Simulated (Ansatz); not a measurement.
Reaction (substitution at a C–C bond): `BCC(C)[SiH3]` + `[SiH3]CS` → `BCSC[SiH3]` + `CC[SiH3]`

Computed with Ansatz on PBE0-D4/def2-TZVP structures; ΔE is electronic, products minus reactants. CBS: MP2 limit from def2 TZ/QZ plus the TZ coupled-cluster correction, frozen cores. DFT in def2-TZVPP. One conformer a species, not always the lowest.

| level | ΔE (kJ/mol) | difference from CCSD(T)/CBS |
| --- | --- | --- |
| PBE-D4 | -5.9 | -3.3 |
| r2SCAN-D4 | -5.2 | -2.6 |
| ωB97M-V | -2.5 | 0.1 |
| B2PLYP | -6.1 | -3.5 |
| r2SCAN | -5.6 | -3.0 |
| MP2/def2-TZVPP | -1.6 | 1.0 |
| CCSD(T)/def2-TZVPP | -0.3 | 2.3 |
| HF/def2-QZVPP | -6.9 | -4.3 |
| SCS-MP2/def2-QZVPP | -3.7 | -1.1 |
| MP2/CBS(def2) | -3.9 | -1.3 |
| CCSD(T)/CBS | -2.6 | 0 |

Largest T1 diagnostic among the species: 0.011.

In def2-TZVPP, CCSD(T) changes the Hartree–Fock value by +6.6 kJ/mol (the triples alone add −0.2 kJ/mol) and MP2 by +5.3 kJ/mol.

CCSD(T)/CBS has its own doubt, a few kJ/mol and more with outer-core shells, so smaller differences from it don't rank the levels.
